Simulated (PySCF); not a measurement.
Compound: C₆H₇F₃.
InChI=1S/C6H7F3/c1-3-5(2)4-6(7,8)9/h3H,1-2,4H2

A linear-response calculation (PySCF, def2-SVPD basis, gas phase, vertical, core orbitals frozen in the response) gave these numbers; the functional is withheld.

Orbital energies (eV): HOMO-3 -12.91, HOMO-2 -11.94, HOMO-1 -11.33, HOMO -8.85, LUMO 0.50, LUMO+1 2.31, LUMO+2 2.83.

| state | E (eV) | f | main configurations (H = HOMO, L = LUMO) |
| --- | --- | --- | --- |
| S1 | 5.79 | 0.565 | H→L (97%) |
| S2 | 7.12 | 0.0096 | H→L+1 (80%) |
| S3 | 7.31 | 0.0042 | H-2→L (57%), H-1→L (18%) |
| S4 | 7.38 | 0.0071 | H-2→L (38%), H→L+4 (20%), H→L+3 (15%) |
| S5 | 7.72 | 0.045 | H-1→L (45%), H→L+3 (38%) |
| S6 | 7.78 | 0.036 | H→L+2 (64%), H→L+3 (17%) |

Triplets, Tamm–Dancoff:

```csv
state,E (eV),λ (nm),"main configurations (H = HOMO, L = LUMO)"
T1,3.24,382.3,H→L (94%)
T2,5.06,245.2,"H-1→L (54%), H→L+4 (23%), H→L+3 (9%)"
T3,6.99,177.3,H-2→L (90%)
T4,7.11,174.5,H→L+1 (73%)
```

Vertical ionisation energy by ΔSCF with the same functional: 9.03 eV. Mean static polarisability: 78.1 au.

Question: Name the functional.
A. PBE0
B. PBE
C. wB97X-D
D. HF

Answer: C. wB97X-D is range-separated, 22% exact exchange at short range and 100% at long range (ω = 0.2 bohr⁻¹). In this run −ε(HOMO) = 8.85 eV differs from the ΔSCF value by -0.19 eV, and S1 differs from the orbital gap of 9.35 eV by -3.56 eV. The ratio −ε(HOMO)/IP is 0.98. Usual ranges for neutral molecules in this basis: 0.89 to 0.99 with wB97X-D, 0.5 to 0.7 with PBE, 0.7 to 0.83 with PBE0; with Hartree–Fock the ratio is 1 or more (Koopmans' value less the relaxation energy is the ΔSCF value). The other options: PBE, a GGA without exact exchange; HF, time-dependent Hartree–Fock, 100% exact exchange; PBE0, a global hybrid with 25% exact exchange.

Computed, not measured: TDDFT wB97X-D/def2-SVPD, vertical, gas phase, core orbitals frozen in the response in PySCF 2.14.0, density-fitted response routines. The structure is a single PBE0-D3(BJ)/def2-SVP conformer in the gas phase; no vibrational or solvent corrections.

The values belong to the conformer `[CH2:1]=[CH:2][C:3](=[CH2:4])[CH2:5][C:6]([F:7])([F:8])[F:9]`: C1–C2–C3–C4 178°, C2–C3–C5–C6 88°, C3–C5–C6–F7 179°.
